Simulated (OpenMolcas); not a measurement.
A ladder of methods for CH5Ge (SMILES [CH3][GeH2])

CH5Ge: 7 atoms, total charge 0, spin state doublet. As SMILES, `[CH3][GeH2]`. The shape is that of a PBE0-D4/def2-TZVP optimisation.

Each level gives the dipole moment (D). The values are calculated.

```json
{"level": "USVWN5/def2-TZVP", "kind": "LDA", "program": "OpenMolcas", "value (D)": "0.87", "CPU time": "61 s"}
{"level": "UBLYP/def2-TZVP", "kind": "GGA", "program": "OpenMolcas", "value (D)": "0.86", "CPU time": "81 s"}
{"level": "UPBE/def2-TZVP", "kind": "GGA", "program": "OpenMolcas", "value (D)": "0.87", "CPU time": "79 s"}
{"level": "U-r2SCAN/def2-TZVP", "kind": "meta-GGA", "program": "OpenMolcas", "value (D)": "0.87", "CPU time": "89 s"}
{"level": "UM06-L/def2-TZVP", "kind": "meta-GGA", "program": "OpenMolcas", "value (D)": "0.85", "CPU time": "94 s"}
{"level": "UTPSS/def2-TZVP", "kind": "meta-GGA", "program": "OpenMolcas", "value (D)": "0.87", "CPU time": "1.8 min"}
{"level": "UB3LYP/def2-TZVP", "kind": "global hybrid", "program": "OpenMolcas", "value (D)": "0.83", "CPU time": "82 s"}
{"level": "UM06-2X/def2-TZVP", "kind": "hybrid meta-GGA", "program": "OpenMolcas", "value (D)": "0.73", "CPU time": "90 s"}
```

All-electron rows without a relativistic Hamiltonian named are non-relativistic. The values span 0.73 to 0.87 D. Magnitudes only. Times are those of the runs behind each value, whatever else they computed, on shared processors of several kinds: orders of magnitude only.
